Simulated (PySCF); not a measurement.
Cd(Et) (C2H5Cd), SMILES C[CH2][Cd] (connectivity only; charge and spin as stated), neutral, multiplicity 2.

The structure is a stationary point at PBE0-D3(BJ)/def2-TZVP. The spin state was assumed, not searched. The isomer is the one that the SMILES or the coordinates give; other isomers of the formula were not compared. The def2 effective core potentials stand for the cores of Cd; spin–orbit coupling is left out.

Computed with PySCF with IEF-PCM-ωB97X/def2-SVP.

The values are the electrostatic part of the solvation free energy, E(continuum) − E(gas) at the gas-phase geometry, in a cavity of scaled van der Waals radii (PySCF's table); cavitation and dispersion terms are not included. A continuum can't describe solvent molecules that bind to the metal. The dipole moment in vacuum is 0.81 D.

Computed values in water (ε = 78.36), N,N-dimethylformamide (ε = 37.22), methanol (ε = 32.61):
```
solvent                    ε  ΔG(elec) (kcal/mol)  dipole (D)
---------------------  -----  -------------------  ----------
water                  78.36                 -1.7        0.41
N,N-dimethylformamide  37.22                 -1.6        0.42
methanol               32.61                 -1.6        0.42
```
